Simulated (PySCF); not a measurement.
# Ionising MgBi

ROHF-CCSD(T); basis Mg def2-SVP, Bi def2-SVP with ECP60; scalar-relativistic core potentials; PySCF 2.14. Neutral (ROHF): quartet (σ ↑, π ↑↑), Re = 3.075 Å, ωe = 137 cm⁻¹, De = 0.16 eV.

MgBi⁺ (ROHF): triplet (π ↑↑), Re = 2.905 Å, ωe = 209 cm⁻¹. The energies at the minima are -413.24242 hartree for MgBi and -413.01255 for MgBi⁺.

Question: Work out the adiabatic ionisation energy, without and with harmonic zero-point energies (1 hartree = 27.2114 eV, 1 eV = 8065.5 cm⁻¹), and the change of the bond length.

Answer: At ROHF-CCSD(T): 0.22987 hartree = 6.255 eV between the minima; the zero-point term (209.0 − 137.0)/2 cm⁻¹ = +0.004 eV makes it 6.260 eV. Re changes by -17.0 pm against the neutral. The electron leaves a σ orbital, and the shorter bond of the ion fits an antibonding orbital, or a change in how ionic the bond is.

Correlated steps freeze 5 core orbitals. Weak bonds: MgBi. Basis-set superposition, not corrected here, can be much of De in a small basis, most of all at correlated wavefunction levels. Spin–orbit coupling is left out, which matters for elements this heavy, above all for dissociation energies. States were picked by a PBE0 search and need not be the measured ground states.
